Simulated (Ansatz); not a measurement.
Ansatz (a first-principles code) input (wB97X-V/def2-TZVP):

Ansatz 0.2 input:
```yaml
crystal:
  periodic: [false, false, false]
  atoms:
    - {symbol: Ni, position_ang: [-0.00000000, -0.00000000, -0.77874125]}
    - {symbol: O, position_ang: [0.00000000, 0.00000000, 2.04940544]}
    - {symbol: C, position_ang: [0.00000000, 0.00000000, 0.90158524]}
basis:
  gaussian:
    orbitals: def2-TZVP
hamiltonian:
  xc: {name: wB97X-V}
relax: {f_tol: 0.003, max_steps: 100}
```

End of the output:

```
147 factors; integrals over basis functions are off by at most 2.3e-5 eV
mean field: 0.43 GiB planned
mean field evaluation 1: about -44108.5721 eV, gradient 1.2e2 eV
mean field evaluation 2: about -43642.4187 eV, gradient 5.6e2 eV
mean field evaluation 4: about -44120.7904 eV, gradient 4.1e1 eV
mean field evaluation 8: about -44122.9852 eV, gradient 3.0e-1 eV
mean field evaluation 16: about -44123.0609 eV, gradient 1.3e-3 eV
mean field -44123.06089266 eV, -1621.4925801205 hartree, gradient 4.3e-5 eV, S^2 0.000000; 0 other end points of the search recorded, 0 dependent functions left out
the calculation of the forces begins
reference -44123.06089106 eV, -1621.4925800616 hartree; 21, 21 occupied and 86, 86 virtual orbitals, 843 factors
relax step   1: F+E_penalty+E_count = -44123.06089266 eV  Δ(F+E_penalty+E_count) = +0.000e0 eV  max|allowed force component| = 2.341e-1 eV/Å  Δτ_max = 0.0000 Å  (50 SCF iters, accepted)
these checks for a lower state are left out or cut short: starts, cluster_reference, orbital_swaps, neighbouring_geometries, increment
integrals: 0.05 GiB planned
843 factors; their error is unknown
integrals: 0.08 GiB planned
147 factors; integrals over basis functions are off by at most 2.3e-5 eV
mean field: 0.43 GiB planned
mean field -44123.06114076 eV, -1621.4925892378 hartree, gradient 1.2e-5 eV, S^2 0.000000; 0 other end points of the search recorded, 0 dependent functions left out
the calculation of the forces begins
reference -44123.06113916 eV, -1621.4925891789 hartree; 21, 21 occupied and 86, 86 virtual orbitals, 843 factors
relax step   2: F+E_penalty+E_count = -44123.06114076 eV  Δ(F+E_penalty+E_count) = -2.481e-4 eV  max|allowed force component| = 1.714e-2 eV/Å  Δτ_max = 0.0014 Å  (54 SCF iters, accepted)
these checks for a lower state are left out or cut short: starts, cluster_reference, orbital_swaps, neighbouring_geometries, increment
integrals: 0.05 GiB planned
843 factors; their error is unknown
integrals: 0.08 GiB planned
147 factors; integrals over basis functions are off by at most 2.3e-5 eV
mean field: 0.43 GiB planned
mean field evaluation 32: about -44123.0611 eV, gradient 1.7e-2 eV
mean field -44123.06114184 eV, -1621.4925892776 hartree, gradient 9.4e-6 eV, S^2 0.000000; 0 other end points of the search recorded, 0 dependent functions left out
the calculation of the forces begins
reference -44123.06114024 eV, -1621.4925892187 hartree; 21, 21 occupied and 86, 86 virtual orbitals, 843 factors
relax step   3: F+E_penalty+E_count = -44123.06114184 eV  Δ(F+E_penalty+E_count) = -1.083e-6 eV  max|allowed force component| = 2.084e-3 eV/Å  Δτ_max = 0.0001 Å  (37 SCF iters, accepted)
integrals: 0.05 GiB planned
843 factors; their error is unknown
integrals: 0.08 GiB planned
147 factors; integrals over basis functions are off by at most 2.3e-5 eV
mean field: 0.43 GiB planned
mean field -44123.06114184 eV, -1621.4925892776 hartree, gradient 2.1e-5 eV, S^2 0.000000; 1 other end points of the search recorded, 0 dependent functions left out
the calculation of the forces begins
reference -44123.06114024 eV, -1621.4925892187 hartree; 21, 21 occupied and 86, 86 virtual orbitals, 843 factors
Total energy: -44123.06114024 eV, -1621.4925892187 hartree
Atom 0 at     0.000000    -0.000000    -0.777961 Å, force     0.000000    -0.000000    -0.002008 eV/Å
Atom 1 at     0.000000    -0.000000     2.047956 Å, force     0.000000     0.000000    -0.000075 eV/Å
Atom 2 at    -0.000000     0.000000     0.902254 Å, force     0.000000     0.000000     0.002083 eV/Å
Dipole moment:     0.000000     0.000000    -0.674732 e Å
```
